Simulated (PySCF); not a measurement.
## Continuum solvent and chemical shifts

Atoms are numbered as in `[CH3:1][CH2:2][C:3](=[O:4])[N:5]([CH3:6])[CH3:7]`. Each H is labelled by its parent atom.

GIAO PBE0/pcSseg-1 in PySCF 2.14 on one PBE0-D3(BJ)/def2-SVP conformer, non-relativistic, equivalent nuclei averaged. Solvents enter as an IEF-PCM continuum (chloroform with ε = 4.7, dimethylsulfoxide with ε = 46.8) around the gas-phase geometry. Shifts are referred to TMS computed in the same medium.

Gas phase, δ in ppm: C3 174.0, C6 35.7, C7 33.7, C2 28.3, C1 10.4, H(C7) 2.98, H(C6) 2.75, H(C2) 1.93, H(C1) 1.11. Dipole moment 3.83 D.

Task: How does each δ change in the continuum?

Result: 
| atoms | environment | Δδ, chloroform | Δδ, dimethylsulfoxide |
| --- | --- | --- | --- |
| C3 | amide carbonyl carbon | +3.3 | +4.7 |
| C6 | methyl carbon bonded to N | +0.3 | +0.5 |
| C7 | methyl carbon bonded to N | +0.3 | +0.4 |
| C2 | sp3 CH2 α to a carbonyl | +0.5 | +0.8 |
| C1 | methyl carbon | +0.4 | +0.6 |
| H(C7) | hydrogen on a methyl carbon bonded to N | 0.00 | 0.00 |
| H(C6) | hydrogen on a methyl carbon bonded to N | +0.11 | +0.16 |
| H(C2) | hydrogen on an sp3 CH2 α to a carbonyl | +0.20 | +0.30 |
| H(C1) | hydrogen on a methyl carbon | -0.06 | -0.10 |

Changes are relative to the gas phase. The dipole moment becomes 4.80 D in chloroform, 5.24 D in dimethylsulfoxide.

Task: Which nuclei move most (in ppm), and what does the model miss?

Result: C3 (amide carbonyl carbon, +4.7 ppm) in dimethylsulfoxide. A continuum only polarises the solute; specific hydrogen bonds, the anisotropy of aromatic solvents and changes of geometry or conformer are outside it.
